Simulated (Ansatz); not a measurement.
Reaction (homolysis of the Cl–Si bond): `Cl[SiH2][SeH]` → Cl• + `[SiH2][SeH]`•

Isolated molecules relaxed with PBE0-D4/def2-TZVP in Ansatz; ΔE leaves out vibrations. CCSD(T)/CBS is the MP2 limit (def2-TZVPP, def2-QZVPP) plus CCSD(T) − MP2 in def2-TZVPP, frozen cores. This one scheme is used for every species, atoms too. Functionals use def2-TZVPP. No spin–orbit coupling; open shells (•) take unrestricted orbitals. Spin–orbit coupling would lower the free atoms: a little for Cl. For Se outer-core shells are correlated without core-valence functions, so the limit isn't a true one: a few kJ/mol of doubt a bond, and 10 to 20 or more in all where bonds break to atoms. Scalar relativity is left out up to krypton. One conformer a species, not always the lowest.

What is ΔE at CCSD(T)/CBS? (Estimate.)

Computed: +110.0 kcal/mol.

What do these levels give: revPBE-D4, CAM-B3LYP-D4, PBE-QIDH, revPBE, BLYP, r2SCAN0, BHLYP, RPA@PBE/def2-TZVPP, MP2/def2-SVP, CCSD/def2-TZVPP, HF/CBS(def2), CCSD/CBS(def2)? (An estimate is asked.)

Computed: revPBE-D4 103.3, CAM-B3LYP-D4 105.1, PBE-QIDH 108.4, revPBE 100.1, BLYP 99.0, r2SCAN0 104.5, BHLYP 101.3, RPA@PBE/def2-TZVPP 96.3, MP2/def2-SVP 101.4, CCSD/def2-TZVPP 103.1, HF/CBS(def2) 82.1, CCSD/CBS(def2) 107.9 kcal/mol.

What do rigid-rotor, harmonic-oscillator terms from PBE0-D4/def2-TZVP frequencies (298.15 K, 1 bar) make of the CCSD(T)/CBS value? (Best estimate.)

Ansatz gave: ΔZPE = -2.2 kcal/mol, ΔH = +108.6 kcal/mol, ΔS = 130 J/(mol·K), ΔG = +99.3 kcal/mol. Open shells count their whole term as degenerate.

Largest T1 diagnostic among the species: 0.014.

In def2-TZVPP, CCSD(T) changes the Hartree–Fock value by +23.2 kcal/mol (the triples alone add +2.1 kcal/mol) and MP2 by +29.3 kcal/mol; breaking electron pairs costs correlation energy, which Hartree–Fock lacks. From r2SCAN to r2SCAN0 (25 % exact exchange), in def2-TZVPP and without D4, ΔE moves by −1.1 kcal/mol: exact exchange takes away binding that semilocal exchange gives to molecules. Leaving LDA and LC-ωPBE aside and taking each functional with its dispersion term where it has one, the values, not all of them listed here, spread over 8.6 kcal/mol, from BLYP-D4 to ωB97M-V. LDA lies +14.5 kcal/mol from PBE without D4, its usual overbinding.
